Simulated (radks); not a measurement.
Neutral gold, configuration [Xe] 4f14 5d10 7s1 (not the ground configuration).

All-electron calculation, Dirac Kohn-Sham, BLYP, spin-unpolarised, spherical densities, finite nucleus; Fermi nuclear charge, rms radius 5.4371 fm. Program: a radial shooting solver on a logarithmic mesh with Libxc functionals.

Energy parts (eV):
total: -518229.07
kinetic: 594966.86
electron-nucleus: -1304568.09
Hartree: 201339.89
exchange-correlation: -9967.72

Orbitals (lengths in bohr, moments of r in powers of bohr):
[
 {"orbital": "1s1/2", "occ.": "2", "eigenvalue (eV)": "-80622.05", "<1/r>": "95.68", "<r^2>": "0.0003934", "<r>": "0.01687"},
 {"orbital": "2s1/2", "occ.": "2", "eigenvalue (eV)": "-14218.44", "<1/r>": "23.52", "<r^2>": "0.005939", "<r>": "0.07047"},
 {"orbital": "2p1/2", "occ.": "2", "eigenvalue (eV)": "-13639.80", "<1/r>": "23.49", "<r^2>": "0.004201", "<r>": "0.05798"},
 {"orbital": "2p3/2", "occ.": "4", "eigenvalue (eV)": "-11803.80", "<1/r>": "19.14", "<r^2>": "0.005389", "<r>": "0.06653"},
 {"orbital": "3s1/2", "occ.": "2", "eigenvalue (eV)": "-3358.956", "<1/r>": "8.634", "<r^2>": "0.03858", "<r>": "0.1833"},
 {"orbital": "3p1/2", "occ.": "2", "eigenvalue (eV)": "-3097.679", "<1/r>": "8.550", "<r^2>": "0.03516", "<r>": "0.1736"},
 {"orbital": "3p3/2", "occ.": "4", "eigenvalue (eV)": "-2692.560", "<1/r>": "7.416", "<r^2>": "0.04158", "<r>": "0.1893"},
 {"orbital": "3d3/2", "occ.": "4", "eigenvalue (eV)": "-2256.901", "<1/r>": "7.314", "<r^2>": "0.03189", "<r>": "0.1648"},
 {"orbital": "3d5/2", "occ.": "6", "eigenvalue (eV)": "-2169.816", "<1/r>": "7.056", "<r^2>": "0.03364", "<r>": "0.1696"},
 {"orbital": "4s1/2", "occ.": "2", "eigenvalue (eV)": "-732.3827", "<1/r>": "3.653", "<r^2>": "0.1872", "<r>": "0.4070"},
 {"orbital": "4p1/2", "occ.": "2", "eigenvalue (eV)": "-620.7670", "<1/r>": "3.544", "<r^2>": "0.1909", "<r>": "0.4094"},
 {"orbital": "4p3/2", "occ.": "4", "eigenvalue (eV)": "-523.5776", "<1/r>": "3.151", "<r^2>": "0.2236", "<r>": "0.4435"},
 {"orbital": "4d3/2", "occ.": "4", "eigenvalue (eV)": "-340.5246", "<1/r>": "2.948", "<r^2>": "0.2363", "<r>": "0.4519"},
 {"orbital": "4d5/2", "occ.": "6", "eigenvalue (eV)": "-322.4259", "<1/r>": "2.857", "<r^2>": "0.2479", "<r>": "0.4631"},
 {"orbital": "4f5/2", "occ.": "6", "eigenvalue (eV)": "-87.6785", "<1/r>": "2.480", "<r^2>": "0.2976", "<r>": "0.4954"},
 {"orbital": "4f7/2", "occ.": "8", "eigenvalue (eV)": "-83.8669", "<1/r>": "2.445", "<r^2>": "0.3062", "<r>": "0.5024"},
 {"orbital": "5s1/2", "occ.": "2", "eigenvalue (eV)": "-112.8066", "<1/r>": "1.478", "<r^2>": "0.9668", "<r>": "0.9279"},
 {"orbital": "5p1/2", "occ.": "2", "eigenvalue (eV)": "-76.5934", "<1/r>": "1.350", "<r^2>": "1.140", "<r>": "1.004"},
 {"orbital": "5p3/2", "occ.": "4", "eigenvalue (eV)": "-60.0809", "<1/r>": "1.203", "<r^2>": "1.380", "<r>": "1.104"},
 {"orbital": "5d3/2", "occ.": "4", "eigenvalue (eV)": "-12.4815", "<1/r>": "0.8602", "<r^2>": "2.840", "<r>": "1.543"},
 {"orbital": "5d5/2", "occ.": "6", "eigenvalue (eV)": "-10.9192", "<1/r>": "0.8209", "<r^2>": "3.128", "<r>": "1.616"},
 {"orbital": "7s1/2", "occ.": "1", "eigenvalue (eV)": "-1.3948", "<1/r>": "0.1477", "<r^2>": "75.68", "<r>": "8.237"}
]

The highest occupied level is 7s1/2 at -1.395 eV. The density falls to 0.001 e/bohr^3 at r = 3.84 bohr.
